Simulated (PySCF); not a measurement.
**Ionisation energy along the 7-electron series**

Calculated with PySCF 2.14 and a two-component X2C-1e Hamiltonian (Gaussian nucleus, no Breit or QED terms), each ion in its own even-tempered basis scaled to its charge; GMP2 freezes nothing and drops the highest virtual spinors. Values in eV. NIST values: (m) measured, (s) semi-empirical, (t) theoretical.

```csv
ion,configuration,GHF (spin-free),GMP2 (spin-free),GHF (screened spin-orbit),GMP2 (screened spin-orbit),NIST
Tm⁶²⁺,[He] 2s2 2p3,14667.5,14667.5,14312.0,14312.1,14300 ± 15 (t)
Lu⁶⁴⁺,[He] 2s2 2p3,15622.8,15622.8,15225.0,15225.1,15211 ± 24 (t)
```

**Question.** Fill in the row of Yb⁶³⁺.

**Answer.** configuration: [He] 2s2 2p3; GHF (spin-free): 15141.0; GMP2 (spin-free): 15141.0; GHF (screened spin-orbit): 14764.8; GMP2 (screened spin-orbit): 14764.9; NIST: 14752 ± 19 (t).
